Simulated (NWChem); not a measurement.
System: C$_{3}$H$_{3}$N$_{2}$, doublet; SMILES [c]1cnc[nH]1

Excerpt of the output:

```
             Northwest Computational Chemistry Package (NWChem) 7.3.0
             --------------------------------------------------------

                             Geometry "geometry" -> ""
                             -------------------------

 Output coordinates in angstroms (scale by  1.889725989 to convert to a.u.)

  No.       Tag          Charge          X              Y              Z
 ---- ---------------- ---------- -------------- -------------- --------------
    1 C                    6.0000    -1.19760900    -0.02247300     0.00000000
    2 C                    6.0000    -0.40832700    -1.15524400     0.00000000
    3 N                    7.0000     0.90850600    -0.73878500     0.00000000
    4 C                    6.0000     0.91111500     0.58924600     0.00000000
    5 N                    7.0000    -0.36938600     1.07542600     0.00000000
    6 H                    1.0000    -0.69640600    -2.21147700     0.00000000
    7 H                    1.0000     1.80386800     1.22785200     0.00000000
    8 H                    1.0000    -0.66888100     2.05131500     0.00000000

 Effective nuclear repulsion energy (a.u.)     153.5983391856

                              NWChem Property Module
                              ----------------------

  itol2e modified to match energy
  convergence criterion.

                                 NWChem DFT Module
                                 -----------------

 Summary of "ao basis" -> "ao basis" (spherical)
 ------------------------------------------------------------------------------
       Tag                 Description            Shells   Functions and Types
 ---------------- ------------------------------  ------  ---------------------
 C                           pcj-1                  11       27   5s4p2d
 N                           pcj-1                  11       27   5s4p2d
 H                           pcj-1                   6       10   4s2p

  itol2e modified to match energy
  convergence criterion.

            General Information
            -------------------
          SCF calculation type: DFT
          Wavefunction type:  spin polarized.
          No. of atoms     :     8
          No. of electrons :    35
           Alpha electrons :    18
            Beta electrons :    17
          Charge           :     0
          Spin multiplicity:     2
          Use of symmetry is: off; symmetry adaption is: off
          Maximum number of iterations: 150
          AO basis - number of functions:   165
                     number of shells:    73
          Convergence on energy requested:  1.00D-07
          Convergence on density requested:  1.00D-05
          Convergence on gradient requested:  5.00D-04

              XC Information
              --------------
                  TPSS hybrid Method XC Functional
                     Hartree-Fock (Exact) Exchange  0.100
                  TPSS metaGGA Exchange Functional  0.900
             TPSS03 metaGGA Correlation Functional  1.000

             Grid Information
             ----------------
          Grid used for XC integration:  fine
          Radial quadrature: Mura-Knowles
          Angular quadrature: Lebedev.
          Tag              B.-S. Rad. Rad. Pts. Rad. Cut. Ang. Pts.
          ---              ---------- --------- --------- ---------
          C                   0.70       70          10.0       590
          N                   0.65       70          10.0       590
          H                   0.35       60          12.0       590
          Grid pruning is: on
          Number of quadrature shells:   530
          Spatial weights used:  Erf1

      Superposition of Atomic Density Guess
      -------------------------------------

 Sum of atomic energies:        -223.05380950

      Non-variational initial energy
      ------------------------------

 Total energy =    -226.101453
 1-e energy   =    -604.566242
 2-e energy   =     224.866450
 HOMO         =      -0.219403
 LUMO         =       0.047527

   convergence    iter        energy       DeltaE   RMS-Dens  Diis-err
 ---------------- ----- ----------------- --------- --------- ---------
 d= 0,ls=0.0,diis     1   -225.4563603400 -3.79D+02  3.37D-03  2.72D-01
                                                     4.06D-03  2.54D-01
 d= 0,ls=0.0,diis     2   -225.2476202834  2.09D-01  3.11D-03  5.65D-01
                                                     4.43D-03  5.93D-01
 d= 0,ls=0.0,diis     3   -225.4541976111 -2.07D-01  1.45D-03  1.86D-01
                                                     1.59D-03  1.73D-01
 d= 0,ls=0.0,diis     4   -225.5339943288 -7.98D-02  4.90D-04  1.18D-02
                                                     6.23D-04  1.22D-02
 d= 0,ls=0.0,diis     5   -225.5379397528 -3.95D-03  3.39D-04  5.01D-03
                                                     2.44D-04  4.01D-03
  Resetting Diis
 d= 0,ls=0.0,diis     6   -225.5403048807 -2.37D-03  7.98D-05  3.01D-04
                                                     1.03D-04  2.70D-04
 d= 0,ls=0.0,diis     7   -225.5404554536 -1.51D-04  1.00D-04  7.84D-05
                                                     5.91D-05  4.72D-05
 d= 0,ls=0.0,diis     8   -225.5404024979  5.30D-05  4.88D-05  1.84D-04
                                                     7.13D-05  2.02D-04
 d= 0,ls=0.0,diis     9   -225.5404983598 -9.59D-05  1.69D-05  1.37D-05
                                                     1.01D-05  7.89D-06
 d= 0,ls=0.0,diis    10   -225.5405040009 -5.64D-06  1.49D-05  2.44D-06
                                                     1.65D-05  2.23D-06
 d= 0,ls=0.0,diis    11   -225.5405066985 -2.70D-06  9.62D-06  1.25D-06
                                                     8.12D-06  1.13D-06
 d= 0,ls=0.0,diis    12   -225.5405076565 -9.58D-07  1.89D-06  1.56D-07
                                                     1.35D-06  1.05D-07
 d= 0,ls=0.0,diis    13   -225.5405077352 -7.87D-08  1.22D-06  2.97D-08
                                                     1.81D-06  4.33D-08

         Total DFT energy =     -225.540507735229
      One electron energy =     -607.819126712500
           Coulomb energy =      259.864815956408
    Exchange-Corr. energy =      -31.184536164773
 Nuclear repulsion energy =      153.598339185636

 Numeric. integr. density =       35.000001466156

                    DFT Final Alpha Molecular Orbital Analysis
                    ------------------------------------------

[...]

          ----------------------
          Hyperfine Interactions
          ----------------------

 Total Spin Density (Fermi Contact Term)
 ------------------ --------------------
     Atom            x         y         z       Density (a.u.)      Aiso(MHz)     Aiso(Gauss)
     1  13-C     -2.26315  -0.04247   0.00000       0.436327        490.515346     175.027777
     2  13-C     -0.77163  -2.18309   0.00000       0.021795         24.501715       8.742807
     3  14-N      1.71683  -1.39610   0.00000      -0.009413         -3.041536      -1.085294
     4  13-C      1.72176   1.11351   0.00000       0.058191         65.417525      23.342560
     5  14-N     -0.69804   2.03226   0.00000       0.083950         27.124472       9.678670
     6   1-H     -1.31602  -4.17909   0.00000      -0.000765         -3.419473      -1.220151
     7   1-H      3.40882   2.32030   0.00000       0.001074          4.801432       1.713267
     8   1-H     -1.26400   3.87642   0.00000       0.000532          2.376757       0.848085

           -------------------------------------------
           Anisotropic Interaction (Spin-Dipolar Term)
           -------------------------------------------

 ------------------------------------------------------------
     Atom            x         y         z
 ------------------------------------------------------------
     1  13-C     -2.26315  -0.04247   0.00000

   Spin-Dipolar term (a.u.)
        xx             yy             zz             xy             xz             yz
 ------------------------------------------------------------------------------------------
       0.903500      -0.511103      -0.392397      -0.281697      -0.000000      -0.000000

   Principal Comp. of -hf- tensor (au)            Anisotropic -hfcc- (MHz)               Anisotropic -hfcc- (Gauss)
 --------------------------------------------------------------------------------------------------------------------------
      0.957532    -0.565135    -0.392397     128.491609   -75.835694   -52.655915      45.848924   -27.060016   -18.788908

   Orientation of the principal axis of Hyperfine Tensor w.r.t absolute (molecular) frame
 --------------------------------------------------------------------------------------------------------------------------
      0.982097     0.188375    -0.000000
     -0.188375     0.982097    -0.000000
      0.000000     0.000000     1.000000

 ------------------------------------------------------------
     Atom            x         y         z
 ------------------------------------------------------------
     2  13-C     -0.77163  -2.18309   0.00000

   Spin-Dipolar term (a.u.)
        xx             yy             zz             xy             xz             yz
 ------------------------------------------------------------------------------------------
       0.086841       0.067418      -0.154259      -0.100931       0.000000      -0.000000

   Principal Comp. of -hf- tensor (au)            Anisotropic -hfcc- (MHz)               Anisotropic -hfcc- (Gauss)
 --------------------------------------------------------------------------------------------------------------------------
      0.178527    -0.024268    -0.154259      23.956637    -3.256542   -20.700095       8.548309    -1.162013    -7.386296

   Orientation of the principal axis of Hyperfine Tensor w.r.t absolute (molecular) frame
 --------------------------------------------------------------------------------------------------------------------------
      0.740196     0.672391    -0.000000
     -0.672391     0.740196     0.000000
      0.000000     0.000000     1.000000

 ------------------------------------------------------------
     Atom            x         y         z
 ------------------------------------------------------------
     3  14-N      1.71683  -1.39610   0.00000

   Spin-Dipolar term (a.u.)
        xx             yy             zz             xy             xz             yz
 ------------------------------------------------------------------------------------------
       0.295969      -0.146710      -0.149259      -0.134144       0.000000      -0.000000

   Principal Comp. of -hf- tensor (au)            Anisotropic -hfcc- (MHz)               Anisotropic -hfcc- (Gauss)
 --------------------------------------------------------------------------------------------------------------------------
      0.333446    -0.184187    -0.149259      12.860268    -7.103678    -5.756590       4.588856    -2.534765    -2.054091

   Orientation of the principal axis of Hyperfine Tensor w.r.t absolute (molecular) frame
 --------------------------------------------------------------------------------------------------------------------------
      0.963120     0.269073    -0.000000
     -0.269073     0.963120     0.000000
      0.000000    -0.000000     1.000000

 ------------------------------------------------------------
     Atom            x         y         z
 ------------------------------------------------------------
     4  13-C      1.72176   1.11351   0.00000

   Spin-Dipolar term (a.u.)
        xx             yy             zz             xy             xz             yz
 ------------------------------------------------------------------------------------------
       0.068392       0.003290      -0.071682       0.005140       0.000000       0.000000

   Principal Comp. of -hf- tensor (au)            Anisotropic -hfcc- (MHz)               Anisotropic -hfcc- (Gauss)
 --------------------------------------------------------------------------------------------------------------------------
      0.068795     0.002887    -0.071682       9.231645     0.387355    -9.619000       3.294075     0.138218    -3.432293

   Orientation of the principal axis of Hyperfine Tensor w.r.t absolute (molecular) frame
 --------------------------------------------------------------------------------------------------------------------------
      0.996935    -0.078233    -0.000000
      0.078233     0.996935    -0.000000
      0.000000     0.000000     1.000000

 ------------------------------------------------------------
     Atom            x         y         z
 ------------------------------------------------------------
     5  14-N     -0.69804   2.03226   0.00000

   Spin-Dipolar term (a.u.)
        xx             yy             zz             xy             xz             yz
 ------------------------------------------------------------------------------------------
       0.038727       0.039027      -0.077754       0.064487      -0.000000      -0.000000

   Principal Comp. of -hf- tensor (au)            Anisotropic -hfcc- (MHz)               Anisotropic -hfcc- (Gauss)
 --------------------------------------------------------------------------------------------------------------------------
     -0.025610     0.103364    -0.077754      -0.987734     3.986529    -2.998796      -0.352447     1.422490    -1.070043

   Orientation of the principal axis of Hyperfine Tensor w.r.t absolute (molecular) frame
 --------------------------------------------------------------------------------------------------------------------------
      0.707929     0.706284     0.000000
     -0.706284     0.707929     0.000000
      0.000000    -0.000000     1.000000

 ------------------------------------------------------------
     Atom            x         y         z
 ------------------------------------------------------------
     6   1-H     -1.31602  -4.17909   0.00000

   Spin-Dipolar term (a.u.)
        xx             yy             zz             xy             xz             yz
 ------------------------------------------------------------------------------------------
      -0.003044       0.015334      -0.012289      -0.008647       0.000000      -0.000000

   Principal Comp. of -hf- tensor (au)            Anisotropic -hfcc- (MHz)               Anisotropic -hfcc- (Gauss)
 --------------------------------------------------------------------------------------------------------------------------
     -0.006473     0.018762    -0.012289      -3.453700    10.010603    -6.556903      -1.232364     3.572026    -2.339662

   Orientation of the principal axis of Hyperfine Tensor w.r.t absolute (molecular) frame
 --------------------------------------------------------------------------------------------------------------------------
      0.929590    -0.368596    -0.000000
      0.368596     0.929590     0.000000
      0.000000    -0.000000     1.000000

 ------------------------------------------------------------
     Atom            x         y         z
 ------------------------------------------------------------
     7   1-H      3.40882   2.32030   0.00000

   Spin-Dipolar term (a.u.)
        xx             yy             zz             xy             xz             yz
 ------------------------------------------------------------------------------------------
       0.004431       0.002179      -0.006610       0.003207       0.000000      -0.000000

   Principal Comp. of -hf- tensor (au)            Anisotropic -hfcc- (MHz)               Anisotropic -hfcc- (Gauss)
 --------------------------------------------------------------------------------------------------------------------------
      0.006704    -0.000094    -0.006610       3.576787    -0.050051    -3.526736       1.276284    -0.017860    -1.258425

[...]
```

Level: TPSSh/pcJ-1, spin-unrestricted, contact and dipolar terms. In the optimisation the excess spin sits in a' (Cs, its own frame). Coordinates come from a PBE-D3(BJ)/def2-SVP, spin-unrestricted optimisation. No stability test was run on the SCF state.

Problem. Which NWChem input produces such a log?

Solution. One answer among several that fit: the input that was run:
```
start job
memory heap 200 mb stack 900 mb global 1100 mb
geometry units angstroms noautosym nocenter noautoz
  C     -1.197609    -0.022473     0.000000
  C     -0.408327    -1.155244     0.000000
  N      0.908506    -0.738785     0.000000
  C      0.911115     0.589246     0.000000
  N     -0.369386     1.075426     0.000000
  H     -0.696406    -2.211477     0.000000
  H      1.803868     1.227852     0.000000
  H     -0.668881     2.051315     0.000000
end
basis spherical
  * library pcj-1
end
dft
  odft
  mult 2
  xc xctpssh
  iterations 150
end
property
  hyperfine
end
task dft property
```
